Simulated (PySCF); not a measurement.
WF₅, SMILES [F][W+]([F])([F])([F])[F], charge +1, multiplicity 1. The structure is a stationary point at B3LYP-D3(BJ)/def2-SVP. The multiplicity is an assumed one; no other spin state was optimised. The isomer is the one that the SMILES or the coordinates give; other isomers of the formula were not compared. The def2 effective core potentials stand for the cores of W; spin–orbit coupling is left out.

All values below come from B3LYP-D3(BJ)/def2-SVP (PySCF).

Harmonic wavenumbers (cm⁻¹): 105, 105, 214, 214, 267, 319, 319, 750, 787, 807, 807, 807. Rotational constants (GHz): 2.746, 2.317, 2.317; symmetry number 6.

**Question.** Work out the zero-point energy and the ideal-gas rigid-rotor harmonic-oscillator thermochemistry at 298.15 K and 1 atm.

**Answer.** ZPE = ½ Σ hcν = ½ × 5504 cm⁻¹ = 32.92 kJ/mol. H − E(el) = 53.83 kJ/mol. Entropy in J/(mol K): translation 178.97, rotation 100.08, vibration 67.10, total 346.15. G − E(el) = -49.37 kJ/mol. Cp = 99.62 J/(mol K). Modes under 150 cm⁻¹ make the vibrational entropy uncertain.
